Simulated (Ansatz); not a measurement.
Program: Ansatz. Geometries: PBE0-D4/def2-TZVP. ΔE: electronic, gas phase. CCSD(T)/CBS is the MP2 limit (def2-TZVPP, def2-QZVPP) plus CCSD(T) − MP2 in def2-TZVPP, frozen cores. Double bonds are as drawn, so ΔE can hold a change between cis and trans. Functionals use def2-TZVPP. Each species was taken in one conformer, which may not be the lowest.

`O[SiH2]/N=C/F` + `CCC(N)=O` → `C[SiH2]/N=C/F` + `NC(=O)CO`  (formal exchange of groups at the Si–O bond)

```tsv
level	ΔE (kJ/mol)
PBE-D4	123.4
ωB97X-V	133.4
```

**Question.** What does CCSD(T)/CBS give? (An estimate is asked.)

**Answer.** Computed: +141.1 kJ/mol. The listed levels differ from it by -17.7, -7.7 kJ/mol.

Largest T1 diagnostic among the species: 0.014.

From PBE to PBE0 (25 % exact exchange), in def2-TZVPP and without D4, ΔE moves by +5.9 kJ/mol.
